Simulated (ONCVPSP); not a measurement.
## carbon (C), ONCV: configuration errors across variants

C (Z = 6), optimised norm-conserving Vanderbilt (ONCV), made with ONCVPSP 4.0.1 (Wu-Cohen, scalar-relativistic). Core [He], reference 2s2 2p0.5 (charge +1.5). Waves: 2s: rc 1.10 bohr, ncon 3, nbas 7, qcut 6.9 1/bohr, 2 projectors, debl 1.8 Ha; 2p: rc 2.10 bohr, ncon 4, nbas 7, qcut 7.9 1/bohr, 1 projector; d scattering state at 0.18 Ha: rc 1.85 bohr, ncon 4, nbas 7, qcut 6 1/bohr, 1 projector. Local part: polynomial inside 0.85 bohr (lpopt 5, dvloc0 3 Ha). Core correction: none.

All-electron excitation energies from the reference (eV): (1) 2s2 2p2 -21.015; (2) 2s2 2p1 -10.199; (3) 2s2 2p0 13.873; (4) 2s1 2p3 -12.581.

2 further variants failed, have other tests or another functional or relativity, and are left out.

Errors AE − PS in meV (a dash: test not solved or not reliable):

| change | (1) | (2) | (3) | (4) | bound ghosts | GHOST(+) flags above zero |
| --- | --- | --- | --- | --- | --- | --- |
| base | +78 | +19 | +35 | +136 | none | none |
| p: qcut 9.5 | +64 | +16 | +30 | +113 | none | none |
| p: ncon 3, nbas 6 | +94 | +22 | +40 | +163 | none | none |
| d: rc 2.6 | +78 | +19 | +35 | +136 | none | none |

Q: Give the same row for: core correction Teter function, fcfact 4.75, rcfact 1.3.

A: +70, +17, +30, +120; bound ghosts: none; GHOST(+) flags above zero: none.
